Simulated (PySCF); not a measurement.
Some computed properties have been withheld. Give your best values.

C₅H₁₀O₂SSi.
Z-matrix (Å and degrees, PBE0-D3(BJ)/def2-SVP geometry), rows numbered from 1:
```
C 
C   1  1.4903
S   2  1.6270  1  124.38
Si  2  1.8829  1  117.79  3   179.44
O   4  1.6666  2  108.32  1    54.54
C   5  1.4126  4  120.51  2  -146.90
C   6  1.5228  5  112.06  4    46.61
C   7  1.5228  6  112.44  5   -58.31
O   8  1.4126  7  112.06  6    58.51
H   1  1.0988  2  112.08  3     0.35
H   1  1.1037  2  109.29  3   122.78
H   1  1.1043  2  109.15  3  -121.81
H   4  1.4852  2  111.26  1   177.78
H   6  1.1017  5  107.70  4   168.17
H   6  1.1085  5  110.07  4   -75.73
H   7  1.1025  6  109.38  5   179.94
H   7  1.1033  6  109.11  5    62.90
H   8  1.1015  7  110.37  6   178.57
H   8  1.1087  7  109.67  6   -64.06
```

| property | level | value |
| --- | --- | --- |
| rotational constants A, B, C | PBE0-D3(BJ)/def2-SVP | ? |
| dipole moment | B3LYP/def2-SVPD | 3.82 D |
| HOMO energy | B3LYP/def2-SVPD | ? |
| LUMO energy | B3LYP/def2-SVPD | -2.70 eV |
| lowest singlet excitation | TDDFT B3LYP/def2-SVPD | ? |
| strongest line among the 10 lowest singlet transitions | TDDFT B3LYP/def2-SVPD | ? |
| lowest triplet excitation (Tamm–Dancoff) | TDA B3LYP/def2-SVPD | ? |
| static isotropic polarisability | B3LYP/def2-SVPD | 111.2 au |
| vertical ionisation energy | ΔSCF B3LYP/def2-SVPD | ? |
| vertical electron affinity | ΔSCF B3LYP/def2-SVPD | 0.71 eV |
| electronic spatial extent ⟨r²⟩ about the centre of nuclear charge | B3LYP/def2-SVPD | ? |
| 13C chemical shifts (computed TMS as zero) by class | GIAO PBE0/pcSseg-1 | 322.2 (C2), 66.1 (C6/C8), 48.1 (C1), 34.6 (C7) ppm |
| 1H chemical shifts (computed TMS as zero) by class | GIAO PBE0/pcSseg-1 | 4.62 (H13), 4.18 (H14/H18), 4.13 (H15/H19), 3.61 (H10/H11/H12), 2.48 (H17), 1.22 (H16) ppm |
| isotropic shieldings of nuclei other than C and H, by class | GIAO PBE0/pcSseg-1 | 282 (O5/O9), 405 (Si4), -948 (S3) ppm |

Gas-phase values; electronic properties from PySCF, density fitting. Isolated species at its PBE0-D3(BJ)/def2-SVP geometry (one conformer only). NMR classes are plain means over equivalent atoms (diastereotopic ones count apart unless rotation or inversion swaps them), as if these changed places fast; in this geometry the members of some classes differ.

What is the vertical ionisation energy?

8.41 eV.

What is the strongest line among the 10 lowest singlet transitions?

S7 at 5.80 eV (214 nm, f = 0.141).

The lowest triplet excitation (Tamm–Dancoff)?

1.56 eV.

The rotational constants A, B, C?

2.533, 0.679, 0.661 GHz.

What is the lowest singlet excitation?

2.08 eV (597 nm, f = 0.000).

Give the HOMO energy.

-6.16 eV.

The electronic spatial extent ⟨r²⟩ about the centre of nuclear charge?

1854 bohr².

The polarisability is 16.48 Å³ as a volume (1 au = 0.148185 Å³), or 1.29 au for each of the 86 electrons. The principal polarisabilities are 89.2, 104.0 and 140.4 au; their mean is the isotropic value. The vertical singlet–triplet gap S1 − T1 is 0.52 eV (TDDFT singlet less Tamm–Dancoff triplet; S1: HOMO→LUMO, weight 1.00; T1: HOMO→LUMO, weight 0.99).
